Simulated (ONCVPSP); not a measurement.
# Configuration tests for Mg (Z = 12) (ONCV)

magnesium (Mg), optimised norm-conserving Vanderbilt (ONCV), made with ONCVPSP 4.0.1 (Wu-Cohen, scalar-relativistic). Core [He], reference 2s2 2p6 3s2. Waves: 2s+3s: rc 1.25 bohr, ncon 4, nbas 8, qcut 10.7 1/bohr, 2 projectors; 2p: rc 1.00 bohr, ncon 4, nbas 7, qcut 13.7 1/bohr, 1 projector. Local part: polynomial inside 0.80 bohr (lpopt 5, dvloc0 3 Ha). Core correction: Teter function, fcfact 5.25, rcfact 1.65.

Energies are relative to the spin-unpolarised reference configuration 2s2 2p6 3s2; without spin polarisation the order of configurations can differ from experiment.

**Question.** Give the all-electron excitation energy and the error of the potential for: 2s2 2p6 3s1; 2s2 2p6 3s0; 2s2 2p6 3s1.5; 2s2 2p6 3s0 3p1.

**Answer.**

| valence configuration | charge | ΔE all-electron (eV) | error AE − PS (meV) |
| --- | --- | --- | --- |
| 2s2 2p6 3s1 | +1 | 7.918 | -0.3 |
| 2s2 2p6 3s0 | +2 | 22.701 | -1.8 |
| 2s2 2p6 3s1.5 | +0.5 | 3.130 | -0.1 |
| 2s2 2p6 3s0 3p1 | +1 | 12.201 | -38 |

Levels in the configuration 2s2 2p6 3s1.5:

| level | all-electron (eV) | pseudo (eV) |
| --- | --- | --- |
| 2s | -83.952 | -83.957 |
| 2p | -50.925 | -50.928 |
| 3s | -7.885 | -7.885 |
